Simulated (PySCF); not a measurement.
Level of theory: PySCF with M06-2X/def2-TZVP. Gas-phase values, no solvent. 

Reference species (SMILES): `N=C=[OH+]` (not the most basic site) (charge +1, multiplicity 1).

HOMO–LUMO gap: 13.05 eV
hole reorganisation energy (four-point): 0.759 eV
S1 oscillator strength: 0.000

Changed species: `C(=O)=[NH2+]` (proton added at N1; the reference has proton added at O3).

What does the change do to the HOMO–LUMO gap, hole reorganisation energy (four-point) and S1 oscillator strength?

the HOMO–LUMO gap falls by 1.63 eV, to 11.42 eV; the hole reorganisation energy (four-point) decreases by 0.176 eV, to 0.583 eV; the S1 oscillator strength is nearly the same.
